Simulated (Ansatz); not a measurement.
The cluster Na6Li2⁻: single points at one geometry.

```yaml
crystal:
  periodic: [false, false, false]
  atoms:
    - {symbol: Li, position_ang: [-0.122357, 0.663728, 1.329536]}
    - {symbol: Li, position_ang: [-1.198454, 1.165984, -1.573398]}
    - {symbol: Na, position_ang: [-1.895089, -1.700050, -0.290536]}
    - {symbol: Na, position_ang: [-4.142653, -0.184403, -2.745374]}
    - {symbol: Na, position_ang: [1.588823, -0.835274, -1.018842]}
    - {symbol: Na, position_ang: [1.784151, 2.594857, -0.326355]}
    - {symbol: Na, position_ang: [3.088651, 0.554863, 2.446717]}
    - {symbol: Na, position_ang: [0.896939, -2.259705, 2.178252]}
basis:
  gaussian: {orbitals: STO-3G}
total_charge: -1
magnetization: {spin_polarized: true, initial_magnetization: 1}
hamiltonian: {xc: hf}
scf: {omitted_lower_state_checks: [starts]}
output: {orbitals: {seedname: orbitals}}
```

The file start.molden holds the orbitals of an earlier run on this structure, at another level or in another basis.

```sh
$ ansatz run in.yaml --threads 4 --pin off --events-out ev --progress --plain --max-ram 4787MiB
```

It prints (some lines left out):

```
Functional definition: HF
627 factors; integrals over basis functions are off by at most 4.9e-4 eV
mean field evaluation 1: about -26471.5106 eV, gradient 2.7e1 eV
mean field evaluation 2: about -26472.0992 eV, gradient 2.7e1 eV
mean field evaluation 4: about -26481.6092 eV, gradient 3.9e0 eV
mean field evaluation 8: about -26482.4295 eV, gradient 5.4e-1 eV
mean field evaluation 16: about -26482.4810 eV, gradient 1.2e-1 eV
mean field evaluation 32: about -26482.6367 eV, gradient 7.3e-6 eV
mean field -26482.63670019 eV, -973.2189481562 hartree, gradient 2.3e-6 eV, S^2 1.609514; 0 other end points of the search recorded, 0 dependent functions left out
reference -26482.63670019 eV, -973.2189481562 hartree; 37, 36 occupied and 27, 28 virtual orbitals, 627 factors
Total energy: -26482.63670019 eV, -973.2189481562 hartree
Checks for a lower state left out: starts
```

Run time 0.65 s (4 threads of Arm Neoverse V2 on a shared host).

The first input with `gaussian: {orbitals: def2-SVPD, initial_orbitals: start.molden}`, `correlation: {method: ccsd_t}`, `scf: {omitted_lower_state_checks: [starts, cluster_reference]}` and without the key `hamiltonian` (abridged; 4.9 min):

```
Functional definition: HF
mean field evaluation 16: about -26821.9675 eV, gradient 1.4e-3 eV
mean field -26821.96753236 eV, -985.6891262318 hartree, gradient 8.4e-7 eV, S^2 2.336191
6 core orbitals not correlated: weight in the atoms' cores, before any rotation towards them, 1.000 or more for the frozen orbitals, at most 0.000 for the correlated occupied ones
second order -2.78200087 eV of doubles, -0.00000000 eV of singles
cycle   1  -3.24246474 eV  change   -4.6e-1 eV  update   1.6e-1
cycle   2  -3.66640021 eV  change   -4.2e-1 eV  update   1.0e-1
cycle   3  -3.81316722 eV  change   -1.5e-1 eV  update   6.7e-2
cycle   4  -3.90551618 eV  change   -9.2e-2 eV  update   4.4e-2
cycle   5  -3.97229373 eV  change   -6.7e-2 eV  update   2.9e-2
cycle   6  -3.99739643 eV  change   -2.5e-2 eV  update   1.7e-2
cycle   7  -4.00722014 eV  change   -9.8e-3 eV  update   1.1e-2
cycle   8  -4.02409144 eV  change   -1.7e-2 eV  update   6.6e-3
cycle   9  -4.02366977 eV  change    4.2e-4 eV  update   4.3e-3
cycle  10  -4.02395172 eV  change   -2.8e-4 eV  update   2.8e-3
cycle  11  -4.02490427 eV  change   -9.5e-4 eV  update   1.8e-3
cycle  12  -4.02494321 eV  change   -3.9e-5 eV  update   1.1e-3
cycle  13  -4.02497391 eV  change   -3.1e-5 eV  update   7.7e-4
cycle  14  -4.02481369 eV  change    1.6e-4 eV  update   5.3e-4
cycle  15  -4.02472275 eV  change    9.1e-5 eV  update   3.6e-4
cycle  16  -4.02479941 eV  change   -7.7e-5 eV  update   2.5e-4
cycle  17  -4.02487572 eV  change   -7.6e-5 eV  update   1.7e-4
cycle  18  -4.02491022 eV  change   -3.4e-5 eV  update   1.1e-4
cycle  19  -4.02489780 eV  change    1.2e-5 eV  update   7.0e-5
perturbative correction -0.40752016 eV, -0.0149760896 hartree
Total energy: -26826.39995032 eV, -985.8520145874 hartree
Checks for a lower state left out: starts, cluster_reference
```

Geometry: r2SCAN/def2-SVPD.

Correlated methods freeze 6 core orbitals; core or outer-core shells of Li, Na are correlated, in sets that lack core-valence functions. At HF/STO-3G, CCSD(T)/def2-SVPD the charge -1 doublet is spin-contaminated (final ⟨S²⟩ up to 2.34, 0.75 for a pure state). At HF/STO-3G the highest occupied level of the charge -1 doublet lies above zero (up to 7.86 eV). In Hartree–Fock with STO-3G the lack of diffuse functions raises the level. At CCSD(T)/def2-SVPD T1 of the charge -1 doublet is large (up to 0.062), so the single-reference result is doubtful. The geometry of the doublet was relaxed on an unsound state (⟨S²⟩ 1.13, where a pure state has 0.75). The structure comes from a short search, and lower isomers may exist.
